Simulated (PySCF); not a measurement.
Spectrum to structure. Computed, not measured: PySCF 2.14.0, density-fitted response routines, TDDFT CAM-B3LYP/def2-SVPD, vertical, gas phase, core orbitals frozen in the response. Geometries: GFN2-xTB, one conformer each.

```tsv
state	ν̃ (cm⁻¹)	f	main configurations (H = HOMO, L = LUMO)
S1	55230	0.0046	H-1→L+1 (97%)
S2	57420	0.0005	H→L (94%)
S3	58770	0.105	H→L+1 (87%)
S4	62230	0.013	H-2→L+1 (43%), H→L+5 (31%), H→L+4 (15%)
S5	63510	0.0006	H-1→L+5 (49%), H-1→L+4 (27%), H-3→L+1 (8%)
S6	64410	0.0011	H→L+3 (58%), H→L+2 (26%)
S7	65270	0.015	H-1→L (92%)
S8	66750	0.018	H→L+2 (47%), H-2→L (18%), H→L+3 (16%)
```

Task: Which structure fits? All have the formula C5H8FN3.
A. `CCCn1ncc(F)n1`
B. `CC(C)c1n[nH]c(F)n1`
C. `Fc1nnn(c1CC)C`

Result: B. Its S1, at 6.85 eV, is the highest among the candidates; the nearest of the others has S1 at 6.43 eV. S1 is HOMO-1→LUMO+1 (97%). Löwdin shares by element: HOMO nitrogen 47% or more, carbon 31% or more (atoms not listed hold the other 21%); LUMO carbon 37% or more, hydrogen 21% or more, fluorine 16%, nitrogen 9% or more (atoms not listed hold the other 17%). At the same level the other candidates give, for their lowest levels:
- `CCCn1ncc(F)n1`: 6.43 eV (f 0.205); 6.54 eV (f 0.002); 7.42 eV (f 0.027); 7.53 eV (f 0.035); 7.64 eV (f 0.009); T1 4.75 eV; HOMO -8.95, LUMO 0.70 eV
- `CCc1c(F)nnn1C`: 5.94 eV (f 0.008); 6.33 eV (f 0.182); 6.72 eV (f 0.007); 7.27 eV (f 0.043); 7.51 eV (f 0.001); T1 4.41 eV; HOMO -8.51, LUMO 0.73 eV

Shape of the structure used: `[CH3:1][CH:2]([CH3:3])[c:4]1[n:5][nH:6][c:7]([F:8])[n:9]1`: C1–C2–C4–N5 -120°.
Triplets come from the Tamm–Dancoff approximation.
